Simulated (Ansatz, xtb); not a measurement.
**Ranking isomers of C4H7ClGe**

12 gas-phase structures of C4H7ClGe, from a drawn sample of its isomers (lower ones may exist). Each was relaxed with GFN2-xTB:

A. `C=[C]([GeH3])/C=C/Cl`, a singlet
B. `C=C/[C]([GeH3])=C\Cl`, a singlet
C. `C=C/C(Cl)=[CH]/[GeH3]`, a singlet
D. `C=C/C=[C](\Cl)[GeH3]`, a singlet
E. `C=C/[C]([GeH3])=C/Cl`, a singlet
F. `C=[C]([GeH3])/C=C\Cl`, a singlet
G. `C=C(Cl)/C=[CH]\[GeH3]`, a singlet
H. `C=C(Cl)[C](=C)[GeH3]`, a singlet
I. `C=C/C(Cl)=[CH]\[GeH3]`, a singlet
J. `C=C(Cl)/C=[CH]/[GeH3]`, a singlet
K. `Cl/C=C/C=[CH]/[GeH3]`, a singlet
L. `C=C/C=[C](/Cl)[GeH3]`, a singlet

Make a reasoned guess at their ranking by r2SCAN-D4/def2-SVP single-point energy.

Calculated order at r2SCAN-D4/def2-SVP: B (0.0), C (0.0), I (0.0), J (0.8), D (0.8), K (1.1), H (1.2), L (1.5), A (1.8), E (3.0), G (3.8), F (4.5) kcal/mol. Less than 1 kcal/mol parts B and C; C and I; I and J; J and D; D and K; K and H; H and L; L and A; E and G; G and F, so the order within those pairs means little.

Energies above the lowest of each column, in kcal/mol; the last columns are at B3LYP/def2-SVP geometries and were run for some of them only (a dash: not run or not comparable):

```json
{"structure": "B", "GFN2-xTB": "4.1", "HF/STO-3G": "1.7", "r2SCAN-D4/def2-SVP": "0.0", "B3LYP/def2-SVP": "1.6", "CCSD(T)/def2-SVP + ΔMP2/def2-TZVPP": "0.5"}
{"structure": "C", "GFN2-xTB": "0.0", "HF/STO-3G": "1.1", "r2SCAN-D4/def2-SVP": "0.0", "B3LYP/def2-SVP": "0.1", "CCSD(T)/def2-SVP + ΔMP2/def2-TZVPP": "0.0"}
{"structure": "I", "GFN2-xTB": "2.5", "HF/STO-3G": "0.0", "r2SCAN-D4/def2-SVP": "0.0", "B3LYP/def2-SVP": "1.7", "CCSD(T)/def2-SVP + ΔMP2/def2-TZVPP": "1.1"}
{"structure": "J", "GFN2-xTB": "4.6", "HF/STO-3G": "0.2", "r2SCAN-D4/def2-SVP": "0.8", "B3LYP/def2-SVP": "0.7", "CCSD(T)/def2-SVP + ΔMP2/def2-TZVPP": "0.7"}
{"structure": "D", "GFN2-xTB": "3.2", "HF/STO-3G": "0.4", "r2SCAN-D4/def2-SVP": "0.8", "B3LYP/def2-SVP": "0.0", "CCSD(T)/def2-SVP + ΔMP2/def2-TZVPP": "0.5"}
{"structure": "K", "GFN2-xTB": "4.8", "HF/STO-3G": "0.5", "r2SCAN-D4/def2-SVP": "1.1", "B3LYP/def2-SVP": "0.2", "CCSD(T)/def2-SVP + ΔMP2/def2-TZVPP": "1.5"}
{"structure": "H", "GFN2-xTB": "4.3", "HF/STO-3G": "3.5", "r2SCAN-D4/def2-SVP": "1.2", "B3LYP/def2-SVP": "–", "CCSD(T)/def2-SVP + ΔMP2/def2-TZVPP": "–"}
{"structure": "L", "GFN2-xTB": "1.9", "HF/STO-3G": "1.2", "r2SCAN-D4/def2-SVP": "1.5", "B3LYP/def2-SVP": "–", "CCSD(T)/def2-SVP + ΔMP2/def2-TZVPP": "–"}
{"structure": "A", "GFN2-xTB": "5.1", "HF/STO-3G": "3.6", "r2SCAN-D4/def2-SVP": "1.8", "B3LYP/def2-SVP": "–", "CCSD(T)/def2-SVP + ΔMP2/def2-TZVPP": "–"}
{"structure": "E", "GFN2-xTB": "2.5", "HF/STO-3G": "5.1", "r2SCAN-D4/def2-SVP": "3.0", "B3LYP/def2-SVP": "–", "CCSD(T)/def2-SVP + ΔMP2/def2-TZVPP": "–"}
{"structure": "G", "GFN2-xTB": "0.1", "HF/STO-3G": "7.0", "r2SCAN-D4/def2-SVP": "3.8", "B3LYP/def2-SVP": "–", "CCSD(T)/def2-SVP + ΔMP2/def2-TZVPP": "–"}
{"structure": "F", "GFN2-xTB": "2.5", "HF/STO-3G": "9.1", "r2SCAN-D4/def2-SVP": "4.5", "B3LYP/def2-SVP": "–", "CCSD(T)/def2-SVP + ΔMP2/def2-TZVPP": "–"}
```

CCSD(T)/def2-SVP + ΔMP2/def2-TZVPP puts C lowest of those it was run on, with B and D and J within 1 kcal/mol; HF/STO-3G picks I. CCSD(T)/def2-SVP + ΔMP2/def2-TZVPP orders those it was run on as C (0.0), D (0.5), B (0.5), J (0.7), I (1.1), K (1.5) kcal/mol. Less than 1 kcal/mol parts C and D; D and B; B and J; J and I; I and K, so the order within those pairs means little. Flexible structures stand in one conformer each, not always the lowest. Frequencies (GFN2-xTB) were run for B, C, D, I, J, K alone. ΔMP2 is the change of the MP2 energy from the smaller to the larger basis.

Over these structures GFN2-xTB departs from r2SCAN-D4/def2-SVP by 2.2 kcal/mol on average once a common shift is removed. A GFN2-xTB relaxation took about 0.07 s and the r2SCAN-D4/def2-SVP energy about 1.7 s on a shared host (Ansatz 0.2.0, xtb 6.7.1).
